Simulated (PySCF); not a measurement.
# SiI: from constants to spectrum

UHF-CCSD(T) constants of SiI, ²Π (doublet), unpaired electrons π ↑ (basis Si x2c-SVPall, I x2c-SVPall; spin-free X2C with a Gaussian nucleus; PySCF 2.14; masses 27.9769 and 126.9045 u):

```
ωe              : 357.4 cm⁻¹
ωexe            : 1.18 cm⁻¹
Be              : 0.12015 cm⁻¹
αe              : 0.000553 cm⁻¹
D (centrifugal) : 5.43e-08 cm⁻¹
De to Si + I    : 2.83 eV
```

Task: Give the vibrational terms G(v) and spacings up to v = 6.

Result: G(v) = ωe(v+½) − ωexe(v+½)².

| v | G(v) (cm⁻¹) | G(v) − G(v−1) | Bv (cm⁻¹) |
| --- | --- | --- | --- |
| 0 | 178.4 |  | 0.1199 |
| 1 | 533.4 | 355.0 | 0.1193 |
| 2 | 886.1 | 352.7 | 0.1188 |
| 3 | 1236.4 | 350.3 | 0.1182 |
| 4 | 1584.4 | 348.0 | 0.1177 |
| 5 | 1930.0 | 345.6 | 0.1171 |
| 6 | 2273.2 | 343.2 | 0.1166 |

Task: How well does the Morse estimate ωe²/(4ωexe) reproduce De, and what is D0?

Result: It gives 3.36 eV, 119 % of the computed De. D0 = De − G(0) = 2.83 − 0.02 = 2.81 eV.

Correlated steps freeze 23 core orbitals. Correlated levels converge slowly with the basis: in double zeta they bind strong bonds too weakly, by up to about 1 eV, and carry superposition errors of some tenths. These are scalar-relativistic numbers at best; spin–orbit coupling would shift them, the dissociation energy most. The state was picked by a PBE0 search and need not be the measured ground state.
